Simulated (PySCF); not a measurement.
O$_{3}$W, triplet, at a GFN2-xTB geometry (such geometries of metal compounds can be far from the true shape) (the multiplicity is a formal guess) (core potentials on W). Base run: B3LYP/def2-SVP run with PySCF.

The PySCF input:
```python
from pyscf import gto, scf, dft

mol = gto.Mole()
mol.atom = '''
    W    -0.00000000   -0.00000000   -0.00000000
    O     1.53904904   -0.32151783   -0.68643171
    O    -0.49796156   -0.83029806    1.41628866
    O    -1.04108748    1.15181589   -0.72985695
'''
mol.basis = 'def2-svp'
mol.ecp = {'W': 'def2-svp'}
mol.spin = 2
mol.verbose = 5
mol.build()

mf = dft.UKS(mol)
mf.xc = 'b3lyp'
mf.kernel()
```

Each row names what was changed in the base input (with any setting that the change needs).

| change | basis functions | E (Eh) | HOMO (eV) | dipole (D) |
|---|---|---|---|---|
| base | 74 | -292.59716 | -7.85 | 0.11 |
| basis = x2c-SVPall; relativity = none (without mol.ecp = {'W': 'def2-svp'}) | 108 | -13879.08681 | -8.15 | 0.42 |
| basis = x2c-SVPall; relativity = spin-free X2C; nucleus = Gaussian (with mol.nucmod = 'G'; without mol.ecp = {'W': 'def2-svp'}) | 108 | -16368.82784 | -8.10 | 0.22 |
| basis = x2c-TZVPall; relativity = spin-free X2C; nucleus = Gaussian (with mol.nucmod = 'G'; without mol.ecp = {'W': 'def2-svp'}) | 174 | -16369.89930 | -7.92 | 0.23 |
| basis = x2c-TZVPall; relativity = none (without mol.ecp = {'W': 'def2-svp'}) | 174 | -15043.65008 | -6.32 | 0.06 |
| basis = jorge-DZP-DKH; relativity = spin-free X2C (without mol.ecp = {'W': 'def2-svp'}) | 105 | -16357.25332 | -7.91 | 0.87 |
| basis = x2c-SVPall; relativity = spin-free X2C (without mol.ecp = {'W': 'def2-svp'}) | 108 | -16370.71467 | -8.10 | 0.22 |
| basis = jorge-DZP-DKH; relativity = none (without mol.ecp = {'W': 'def2-svp'}) | 105 | -15215.05324 | -5.04 | 0.81 |
| basis = jorge-DZP-DKH; relativity = spin-free X2C; nucleus = Gaussian (with mol.nucmod = 'G'; without mol.ecp = {'W': 'def2-svp'}) | 105 | -16355.58775 | -7.91 | 0.87 |
| basis = x2c-TZVPall; relativity = spin-free X2C (without mol.ecp = {'W': 'def2-svp'}) | 174 | -16371.85193 | -7.93 | 0.23 |

Absolute energies of different levels of theory aren't comparable as measures of quality.

Open shells are given as the SCF converged; they aren't shown to be the lowest states, and a large step between rows can be another state.

Basis sets contracted for a relativistic Hamiltonian are a mismatch without it, so the rows without relativity aren't non-relativistic limits. No row has spin-orbit coupling; sets with core potentials leave out the core electrons.
